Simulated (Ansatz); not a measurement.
`[SiH3]OB(Cl)Cl` + `C[SeH]` → `C[Se]B(Cl)Cl` + `O[SiH3]` at 298.15 K and 1 bar (ligand exchange at a B–O bond).

Program: Ansatz. Geometries: PBE0-D4/def2-TZVP. ΔE: electronic, gas phase. CBS: MP2 limit from def2 TZ/QZ plus the TZ coupled-cluster correction, frozen cores. For Se outer-core shells are correlated without core-valence functions, which leaves a few kJ/mol of doubt a bond. Scalar relativity is left out up to krypton. Each species was taken in one conformer, which may not be the lowest.

```json
{"species": "`[SiH3]OB(Cl)Cl`", "CCSD(T)/CBS energy (Eh)": "-1310.57934", "H − E (kJ/mol)": "117.3", "S (J/(mol·K))": "356.9"}
{"species": "`C[SeH]`", "CCSD(T)/CBS energy (Eh)": "-2441.15625", "H − E (kJ/mol)": "129.5", "S (J/(mol·K))": "267.5"}
{"species": "`C[Se]B(Cl)Cl`", "CCSD(T)/CBS energy (Eh)": "-3385.02344", "H − E (kJ/mol)": "138.3", "S (J/(mol·K))": "363.0"}
{"species": "`O[SiH3]`", "CCSD(T)/CBS energy (Eh)": "-366.69042", "H − E (kJ/mol)": "113.6", "S (J/(mol·K))": "257.8"}
```

H − E and S are ideal-gas, rigid-rotor, harmonic terms from PBE0-D4/def2-TZVP, for one conformer and one mirror image of each species. 1 Eh = 2625.50 kJ/mol, R = 8.31446 J/(mol·K).

Problem. By hand: ΔE, ΔH, ΔS and ΔG.

Solution. ΔE = (-3385.02344) + (-366.69042) − (-1310.57934) − (-2441.15625) = 0.02173 Eh = 57.1 kJ/mol. Δ(H − E) = 138.3 + 113.6 − 117.3 − 129.5 = 5.1, so ΔH = 62.2 kJ/mol. ΔS = 363.0 + 257.8 − 356.9 − 267.5 = -3.6 J/(mol·K). ΔG = 62.2 − 298.15 × (-3.6)/1000 = 63.3 kJ/mol.

Problem. By hand: the equilibrium constant, and the temperature at which ΔG would vanish if ΔH and ΔS stayed fixed.

Solution. log₁₀ K = −ΔG/(RT ln 10) = -11.1. ΔH and −TΔS have one sign here, so there is no such temperature. One of them is within its doubt of zero, so this could turn.

The number of gas molecules stays the same, so ΔS is small and ΔH decides. A doubt of 5 kJ/mol in ΔE shifts log₁₀ K by 0.9 here. Other conformers and mirror images would add mixing entropy, several J/(mol·K) or more a flexible species. These are equilibria of isolated gas molecules and say nothing of rates. Largest T1 diagnostic: 0.012 (customary marks: 0.02 for closed shells, 0.045 for open ones).
